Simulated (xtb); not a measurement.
xtb input file for C5H7F, SMILES C=C(F)/C=C/C, GFN2-xTB. 

```
$ xtb mol.xyz --gfn 2 --ohess tight --chrg 0 --uhf 0 --json
$ cat mol.xyz
13

C      2.57040000     0.48720000    -0.35370000
C      1.51340000    -0.22040000    -0.09960000
F      1.66030000    -1.58400000     0.06170000
C      0.15880000     0.26540000    -0.07250000
C     -0.93560000    -0.53970000     0.17780000
C     -2.35780000    -0.00760000     0.23730000
H      2.45900000     1.57530000    -0.49830000
H      3.57920000    -0.01130000    -0.40930000
H      0.03770000     1.31450000    -0.22810000
H     -0.80720000    -1.59460000     0.35000000
H     -2.74010000    -0.26650000     1.23960000
H     -2.34720000     1.05530000     0.08010000
H     -2.91580000    -0.52600000    -0.50870000
```

Output:

```
[banner left out]
          |                Calculation Setup                |
           -------------------------------------------------



           -------------------------------------------------
          |                 G F N 2 - x T B                 |
           -------------------------------------------------

        Reference                      10.1021/acs.jctc.8b01176
      * Hamiltonian:
        H0-scaling (s, p, d)           1.850000    2.230000    2.230000
        zeta-weighting                 0.500000
      * Dispersion:
        s8                             2.700000
        a1                             0.520000
        a2                             5.000000
        s9                             5.000000
      * Repulsion:
        kExp                           1.500000    1.000000
        rExp                           1.000000
      * Coulomb:
        alpha                          2.000000
        third order                    shell-resolved
        anisotropic                    true
        a3                             3.000000
        a5                             4.000000
        cn-shift                       1.200000
        cn-exp                         4.000000
        max-rad                        5.000000


          ...................................................
          :                      SETUP                      :
          :.................................................:
          :  # basis functions                  31          :
          :  # atomic orbitals                  31          :
          :  # shells                           19          :
          :  # electrons                        34          :
          :  max. iterations                   250          :
          :  Hamiltonian                  GFN2-xTB          :
          :  restarted?                      false          :
          :  GBSA solvation                  false          :
          :  PC potential                    false          :
          :  electronic temp.          300.0000000     K    :
          :  accuracy                    1.0000000          :
          :  -> integral cutoff          0.2500000E+02      :
          :  -> integral neglect         0.1000000E-07      :
          :  -> SCF convergence          0.1000000E-05 Eh   :
          :  -> wf. convergence          0.1000000E-03 e    :
          :  Broyden damping             0.4000000          :
          :  net charge                          0          :
          :  unpaired electrons                  0          :
          ...................................................

 iter      E             dE          RMSdq      gap      omega  full diag
   1    -19.1726809 -0.191727E+02  0.450E+00    3.62       0.0  T
   2    -19.1965707 -0.238898E-01  0.291E+00    3.51       1.0  T
   3    -19.1867016  0.986903E-02  0.188E+00    3.65       1.0  T
   4    -19.2064906 -0.197889E-01  0.594E-01    3.51       1.0  T
   5    -19.2085752 -0.208459E-02  0.273E-01    3.54       1.0  T
   6    -19.2092724 -0.697214E-03  0.564E-02    3.53       1.0  T
   7    -19.2092793 -0.689073E-05  0.301E-02    3.53       1.0  T
   8    -19.2092804 -0.116528E-05  0.855E-03    3.53       3.2  T
   9    -19.2092805 -0.875502E-07  0.110E-03    3.53      25.2  T
  10    -19.2092805 -0.113349E-08  0.587E-04    3.53      47.2  T
  11    -19.2092805 -0.792301E-09  0.100E-04    3.53     277.1  T

   *** convergence criteria satisfied after 11 iterations ***

         #    Occupation            Energy/Eh            Energy/eV
      -------------------------------------------------------------
         1        2.0000           -0.7980743             -21.7167
       ...           ...                  ...                  ...
        11        2.0000           -0.4854528             -13.2098
        12        2.0000           -0.4826615             -13.1339
        13        2.0000           -0.4668053             -12.7024
        14        2.0000           -0.4506871             -12.2638
        15        2.0000           -0.4421049             -12.0303
        16        2.0000           -0.4393450             -11.9552
        17        2.0000           -0.3877692             -10.5517 (HOMO)
        18                         -0.2579767              -7.0199 (LUMO)
        19                         -0.1502135              -4.0875
        20                          0.0159590               0.4343
        21                          0.0620628               1.6888
        22                          0.1111173               3.0237
       ...                                ...                  ...
        31                          0.6989285              19.0188
      -------------------------------------------------------------
                  HL-Gap            0.1297925 Eh            3.5318 eV
             Fermi-level           -0.3228730 Eh           -8.7858 eV

 SCC (total)                   0 d,  0 h,  0 min,  0.006 sec
[...]
molecular quadrupole (traceless):
                xx          xy          yy          xz          yz          zz
 q only:        2.443       3.605      -2.034      -0.878      -0.159      -0.409
  q+dip:        3.761       4.609      -1.730      -1.362      -0.593      -2.031
   full:        2.845       4.177      -2.273      -1.030      -0.214      -0.571

           -------------------------------------------------
          |                Geometry Summary                 |
           -------------------------------------------------

      molecular mass/u    :       86.1076679
   center of mass at/Å    :        0.4645013      -0.3350752      -0.0007334
  moments of inertia/u·Å² :        0.5506752E+02   0.2613507E+03   0.3133097E+03
rotational constants/cm⁻¹ :        0.3061266E+00   0.6450195E-01   0.5380501E-01

 * 9 selected distances

     #   Z          #   Z                                           value/Å
     1   6 C        2   6 C                                       1.3282933
     4   6 C        5   6 C                                       1.3321926 (max)
     1   6 C        7   1 H                                       1.0729869 (min)
     1   6 C        8   1 H                                       1.0746408
     4   6 C        9   1 H                                       1.0806654
     5   6 C       10   1 H                                       1.0821834
     6   6 C       11   1 H                                       1.0899019
     6   6 C       12   1 H                                       1.0872478
     6   6 C       13   1 H                                       1.0900124

 * 2 distinct bonds (by element types)

   Z      Z             #   av. dist./Å        max./Å        min./Å
   1 H    6 C           7     1.0825198     1.0900124     1.0729869
   6 C    6 C           2     1.3302430     1.3321926     1.3282933

           -------------------------------------------------
          |               Frequency Printout                |
           -------------------------------------------------
 projected vibrational frequencies (cm⁻¹)
eigval :       -0.00     0.00     0.00     0.00     0.00     0.00
eigval :      103.80   170.10   172.09   181.54   358.71   404.40
eigval :      544.21   576.07   694.61   762.39   854.64   870.21
eigval :      927.18   991.66   992.73  1029.58  1130.22  1241.23
eigval :     1269.69  1293.86  1378.93  1399.36  1470.10  1477.79
eigval :     1674.58  1685.71  2996.61  3012.64  3041.29  3067.59
eigval :     3082.86  3136.01  3175.11
 reduced masses (amu)
   1: 11.12   2: 15.44   3: 10.31   4: 10.73   5: 12.44   6: 12.90   7:  5.48   8: 11.80
   9:  4.86  10:  8.62  11: 11.77  12:  9.65  13:  9.67  14: 11.07  15:  2.68  16:  5.89
  17:  3.56  18: 12.02  19:  6.43  20:  2.18  21:  4.56  22:  4.38  23:  8.83  24:  4.15
  25: 10.23  26:  2.91  27:  2.72  28:  3.33  29:  1.58  30:  1.73  31: 11.48  32: 11.42
  33:  1.93  34:  1.48  35:  1.70  36:  1.82  37:  1.83  38:  1.53  39:  2.10
 IR intensities (km·mol⁻¹)
   1:  0.50   2:  0.49   3:  0.47   4:  0.49   5:  1.33   6:  0.01   7:  1.46   8:  1.04
   9:  0.40  10:  0.06  11:  2.21  12:  0.09  13:  7.62  14:  6.69  15:  3.87  16:  0.93
  17: 34.79  18: 47.55  19:  9.11  20: 25.15  21: 19.97  22:  0.08  23:  8.66  24: 13.90
  25: 95.96  26:  0.49  27:  2.43  28:  6.15  29:  5.28  30: 15.25  31: 45.61  32: 61.66
  33: 21.41  34: 25.67  35: 16.49  36:  6.49  37: 51.18  38:  0.16  39: 18.37
 Raman intensities (Ä⁴*amu⁻¹)
   1:  0.00   2:  0.00   3:  0.00   4:  0.00   5:  0.00   6:  0.00   7:  0.00   8:  0.00
   9:  0.00  10:  0.00  11:  0.00  12:  0.00  13:  0.00  14:  0.00  15:  0.00  16:  0.00
  17:  0.00  18:  0.00  19:  0.00  20:  0.00  21:  0.00  22:  0.00  23:  0.00  24:  0.00
  25:  0.00  26:  0.00  27:  0.00  28:  0.00  29:  0.00  30:  0.00  31:  0.00  32:  0.00
Molecule has the following symmetry elements: (sigma)
It seems to be the Cs point group
  33:  0.00  34:  0.00  35:  0.00  36:  0.00  37:  0.00  38:  0.00  39:  0.00
 output can be read by thermo (or use thermo option).
 writing <g98.out> molden fake output.
 recommended (thermochemical) frequency scaling factor: 1.0
           -------------------------------------------------
          |             Thermodynamic Functions             |
           -------------------------------------------------

cs  symmetry found (for desy threshold:  0.10E+00) used in thermo

          ...................................................
          :                      SETUP                      :
          :.................................................:
          :  # frequencies                          33      :
          :  # imaginary freq.                       0      :
          :  linear?                             false      :
          :  only rotor calc.                    false      :
          :  symmetry                               cs      :
          :  rotational number                       1      :
          :  scaling factor                  1.0000000      :
          :  rotor cutoff                   50.0000000 cm⁻¹ :
          :  imag. cutoff                  -20.0000000 cm⁻¹ :
          :.................................................:

    mode    ω/cm⁻¹     T·S(HO)/kcal·mol⁻¹    T·S(FR)/kcal·mol⁻¹   T·S(vib)
   ------------------------------------------------------------------------
       1    103.80    -1.00824 ( 94.89%)    -0.83993 (  5.11%)    -0.99964
       2    170.10    -0.72582 ( 99.26%)    -0.69371 (  0.74%)    -0.72558
       3    172.09    -0.71931 ( 99.29%)    -0.69027 (  0.71%)    -0.71911
       4    181.54    -0.68948 ( 99.43%)    -0.67443 (  0.57%)    -0.68940
   ------------------------------------------------------------------------

   temp. (K)  partition function   enthalpy   heat capacity  entropy
                                   cal/mol     cal/K/mol   cal/K/mol   J/K/mol
 298.15  VIB   25.9                 2594.651     18.210     15.137
         ROT  0.162E+06              888.752      2.981     26.821
         INT  0.420E+07             3483.404     21.191     41.958
         TR   0.773E+27             1481.254      4.968     39.254
         TOT                        4964.6577    26.1589    81.2127   339.7939

       T/K    H(0)-H(T)+PV         H(T)/Eh          T*S/Eh         G(T)/Eh
   ------------------------------------------------------------------------
    298.15    0.791169E-02    0.110811E+00    0.385868E-01    0.722240E-01
   ------------------------------------------------------------------------

         :::::::::::::::::::::::::::::::::::::::::::::::::::::
         ::                  THERMODYNAMIC                  ::
         :::::::::::::::::::::::::::::::::::::::::::::::::::::
         :: total free energy         -18.882480368408 Eh   ::
         ::.................................................::
         :: total energy              -18.954704398569 Eh   ::
         :: zero point energy           0.102899119841 Eh   ::
         :: G(RRHO) w/o ZPVE           -0.030675089679 Eh   ::
         :: G(RRHO) contrib.            0.072224030162 Eh   ::
         :::::::::::::::::::::::::::::::::::::::::::::::::::::

optimized geometry written to: xtbopt.xyz


           -------------------------------------------------
          | TOTAL ENERGY              -18.954704398569 Eh   |
          | TOTAL ENTHALPY            -18.843893593113 Eh   |
          | TOTAL FREE ENERGY         -18.882480368408 Eh   |
          | GRADIENT NORM               0.000159279218 Eh/α |
          | HOMO-LUMO GAP               3.662951579455 eV   |
           -------------------------------------------------

------------------------------------------------------------------------
------------------------------------------------------------------------
 total:
 SCF:
Note: The following floating-point exceptions are signalling: IEEE_UNDERFLOW_FLAG IEEE_DENORMAL
normal termination of xtb
 ANC optimizer:
 analytical hessian:
```

The calculation finished and met its thresholds.
